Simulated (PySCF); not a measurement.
ethylmethylamine (C₃H₉N), SMILES CCNC.

The structure is a stationary point at PBE-D3(BJ)/def2-SVP. Other conformers were not sampled.

Calculation: PBE-D3(BJ)/def2-SVP (PySCF).

Frequencies are harmonic and unscaled.

| mode | ν (cm⁻¹) | IR (km/mol) | moving atoms (share of kinetic energy) |
|---|---|---|---|
| 1 | 125 | 1.6 | H 41 %, C 38 %, N 21 % |
| 2 | 227 | 0.4 | H 96 % |
| 3 | 264 | 1.4 | H 45 %, C 36 %, N 19 % |
| 4 | 281 | 1.9 | H 80 %, C 10 %, N 10 % |
| 5 | 445 | 1.1 | C 54 %, H 32 %, N 14 % |
| 6 | 740 | 99.0 | H 74 %, N 16 %, C 10 % |
| 7 | 793 | 0.7 | H 91 % |
| 8 | 875 | 2.4 | H 64 %, C 27 %, N 9 % |
| 9 | 1010 | 10.0 | H 73 %, C 24 % |
| 10 | 1034 | 7.4 | C 57 %, H 36 % |
| 11 | 1071 | 3.8 | H 70 %, C 29 % |
| 12 | 1129 | 9.7 | H 53 %, C 31 %, N 15 % |
| 13 | 1172 | 32.4 | N 36 %, H 32 %, C 32 % |
| 14 | 1199 | 9.7 | H 44 %, C 37 %, N 19 % |
| 15 | 1251 | 6.0 | H 82 %, C 10 % |
| 16 | 1317 | 8.1 | H 78 %, C 22 % |
| 17 | 1353 | 20.4 | H 69 %, C 29 % |
| 18 | 1389 | 1.7 | H 87 %, C 13 % |
| 19 | 1406 | 15.1 | H 92 % |
| 20 | 1410 | 4.6 | H 93 % |
| 21 | 1424 | 4.9 | H 96 % |
| 22 | 1427 | 2.3 | H 89 % |
| 23 | 1454 | 3.6 | H 92 % |
| 24 | 1455 | 20.4 | H 86 % |
| 25 | 2815 | 93.7 | H 93 % |
| 26 | 2840 | 143.4 | H 94 % |
| 27 | 2962 | 20.3 | H 92 % |
| 28 | 2968 | 33.4 | H 96 % |
| 29 | 2984 | 35.6 | H 93 % |
| 30 | 3048 | 23.5 | H 91 %, C 9 % |
| 31 | 3051 | 27.5 | H 91 %, C 9 % |
| 32 | 3075 | 17.8 | H 91 %, C 9 % |
| 33 | 3427 | 0.2 | H 93 % |
